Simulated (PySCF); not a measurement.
**Electron correlation in Ga⁻ (gallium, charge -1)**

Starting occupation: [Ar] 3d10 4s2 4p2, 4p1/2 with m_j = -1/2, +1/2. Computed with PySCF 2.14 in x2c-SVPall-2c with one added diffuse shell each of s, p, d type (6s7p4d, 47 functions), with X2C-1e with screened-nucleus spin-orbit coupling, Gaussian nucleus. Frozen: [Ne]; 22 electrons correlated; the 6 highest virtual spinors left out.

MP2 pair energies summed by pair of shells (mhartree):

```tsv
pair	energy	share (%)
3d-3d	-144.12	44.1
3d-3p	-88.93	27.2
3p-3p	-26.52	8.1
4p-4s	-21.32	6.5
4s-4s	-15.61	4.8
3d-4s	-8.37	2.6
3d-3s	-7.14	2.2
3d-4p	-4.80	1.5
4p-4p	-4.17	1.3
3p-3s	-3.19	1.0
3p-4s	-1.23	0.4
3s-3s	-0.85	0.3
3p-4p	-0.59	0.2
3s-4s	-0.24	0.1
3s-4p	-0.06	0.0
```

Total MP2 correlation energy: -327.12 mhartree.

The GHF reference relaxed away from the jj start to a determinant that is no pure jj level (⟨S²⟩ = 2.01, ⟨J²⟩ = 1.86); the energies belong to that determinant.

This basis was not built for core-valence correlation, so the inner-shell part is incomplete.
